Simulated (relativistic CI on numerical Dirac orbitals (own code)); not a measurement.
## Spin-allowed bands of a d2 ion in an octahedral site, by hand

Problem. Take Δ = 13200 cm⁻¹ and B = 880 cm⁻¹ for a d2 ion in an octahedral site. Calculate the three spin-allowed bands.

Working.
1. The terms of highest spin are 3F (energy 0) and 3P (15B = 13200 cm⁻¹). Here the F term splits into A2 at +1.2Δ = 15840, T2 at +0.2Δ = 2640 and T1 at −0.6Δ = -7920 cm⁻¹.
2. The two T1 states mix through the element 0.4Δ: H = [[-7920, 5280], [5280, 13200]], with roots ½(H₁₁ + H₂₂) ∓ ½√[(H₂₂ − H₁₁)² + 4H₁₂²] = ½(5280) ∓ ½(23613) = -9166 and 14446 cm⁻¹.
3. The ground term is 3T1 at -9166 cm⁻¹.
4. Bands: 3T2 11806 cm⁻¹ (847 nm), 3T1(P) 23613 cm⁻¹ (423 nm), 3A2 25006 cm⁻¹ (400 nm).

Check. Exact diagonalisation of the whole d2 shell with these parameters gives 3T2 11806, 3T1 23613, 3A2 25006 cm⁻¹. The match is exact, since without spin-orbit coupling no other term has this spin. The ratio of the second band to the first, 2.000, depends on Δ/B = 15.0 alone, which is how a Tanabe-Sugano diagram is read.
